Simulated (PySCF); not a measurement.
CH₃AlI₂. Atoms are numbered in the order given.

```xyz
7

Al     0.7596    -0.2220     0.4671
I     -1.2107    -1.7124     0.4400
I      0.6013     1.8899    -0.8059
C      2.3801    -0.6929     1.4209
H      2.8253     0.1914     1.9030
H      3.1240    -1.0886     0.7089
H      2.1942    -1.4651     2.1824
```

Coordinates come from a PBE0-D3(BJ)/def2-SVP optimisation. The structure was generated by enumeration; whether it is a known compound was not checked. The def2 effective core potentials stand for the cores of I; spin–orbit coupling is left out.

Computed with HF/def2-TZVP (PySCF).

Gas-phase values at a fixed geometry.

```json
{
 "total_energy": "-875.02069 hartree",
 "highest_occupied_level": "-10.05 eV",
 "lowest_empty_level": "1.35 eV",
 "orbital_gap": "11.40 eV",
 "dipole_moment": "0.371 e·Å",
 "quadrupole, principal values (traceless, Buckingham form, about the centre of nuclear charge)": "-5.92, 1.96, 3.96 D·Å",
 "mean_static_polarisability": "96.1 bohr³ (14.24 Å³)",
 "polarisability_principal_values": "73.1, 96.5, 118.8 bohr³"
}
```
